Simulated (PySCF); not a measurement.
## From computed data to an observable: oscillator strength and radiative lifetime

Zn(Cl)(NH2) (ClH2NZn), SMILES [NH2][Zn][Cl].

The structure is a stationary point at r2SCAN-D4/def2-TZVP. One conformer was computed; it need not be the lowest.

TDDFT-B3LYP/def2-SVPD (PySCF) puts the first singlet state with f over 0.02 at 4.90 eV (vertical), with the transition dipole (0.456, -0.465, 0.000) in atomic units.

Question: Find the oscillator strength, the wavelength and the radiative lifetime that this transition would have in vacuum if emission retraced absorption.

Answer: 
|μ|² = 0.4242 au, so |μ| = 1.66 D. ΔE = 4.90/27.211 = 0.1801 hartree. f = (2/3) ΔE |μ|² = 0.051 (the program prints 0.051).
λ = 1239.84/4.90 = 253 nm; ν = 39521 cm⁻¹.
Einstein's coefficient A = 0.6670 ν² f s⁻¹ (ν in cm⁻¹) = 5.3e7 s⁻¹, so τ = 1/A = 19 ns. This state is S1. The figure is the radiative limit of this one transition; relaxation, internal conversion, crossing to triplets and a medium change what is measured.
